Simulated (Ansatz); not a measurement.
Basis-set extrapolation for CH9AlBNSi, SMILES `BN([SiH3])[CH2][AlH2]` (PBE0-D4/def2-TZVP geometry, frozen core, the Gaussian-basis code of Ansatz). Multiplicity 1, RHF reference.

```json
{"": "HF", "def2-TZVPP": "-653.180786", "def2-QZVPP": "-653.203367"}
{"": "MP2 correlation", "def2-TZVPP": "-0.701119", "def2-QZVPP": "-0.747984"}
{"": "CCSD(T) correlation", "def2-TZVPP": "-0.793230", "def2-QZVPP": "not run"}
```

Energies in hartree. Use E(X) = E(∞) + A·exp(−7.88·√X) for Hartree–Fock and E(X) = E(∞) + B·X^(−2.97) for correlation, with X = 3 and 4, and add CCSD(T) minus MP2 of the smaller set to the MP2 limit.

Q: What is the CCSD(T) energy at the basis-set limit?

A: HF limit: -653.203367 + (-0.022581) × 0.13774 = -653.20648. MP2 limit: -0.747984 + (-0.046865) × 0.74074 = -0.78270. Higher-order term: -0.793230 − (-0.701119) = -0.09211. Total: -654.08129 hartree, 67.3 kcal/mol below CCSD(T)/def2-TZVPP.
